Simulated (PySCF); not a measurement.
How methods differ on the ionisation energy of Sb²⁺

Sb²⁺ [Kr] 4d10 5s2 5p1 (2P) → Sb³⁺ [Kr] 4d10 5s2 (1S), as a difference of total energies. Computed with PySCF 2.14 in aug-cc-pVTZ-PP with one added diffuse shell each of d, f type with ECP28MDF (6s5p5d3f, 67 functions), with a scalar-relativistic core potential. Correlated levels: valence: 4s2 4p6 4d10 frozen. The calculations carry no spin-orbit coupling.

| method | ionisation energy (eV) |
| --- | --- |
| UHF | 24.139 |
| MP2 (valence) | 24.361 |
| SCS-MP2 (valence) | 24.352 |
| CCSD (valence) | 24.432 |
| CCSD(T) (valence) | 24.449 |

How much does correlation contribute at CCSD(T) (valence)?

24.449 − (24.139) = 0.310 eV, measured against UHF.

The reference lies between the lowest fine-structure levels, while these numbers refer to the centres of the terms.

Errors of the correlated levels include the incompleteness of this basis and the frozen core.

For comparison: 25.323 eV (measured; NIST Atomic Spectra Database, ionization energies).
